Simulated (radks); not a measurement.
Results of a calculation; reference values are marked as such.
Problem. Ionisation of Ge2+, [Ar] 3d10 4s2, to Ge3+, [Ar] 3d10 4s1, under several functionals. Scalar-relativistic Kohn-Sham, spin-polarised, spherical densities, point nucleus; open shells are filled with parallel spins first; a radial shooting solver on a logarithmic mesh with Libxc functionals. The NIST Atomic Spectra Database gives 34.058 eV (measured). Rank these functionals by the error of their Delta-SCF ionisation energy: XLYP; exchange-only B88; Wu-Cohen GGA; SOGGA.

Solution. From best to worst: SOGGA 34.167 eV (+0.110); Wu-Cohen GGA 34.342 eV (+0.285); exchange-only B88 33.466 eV (-0.592); XLYP 34.686 eV (+0.628).
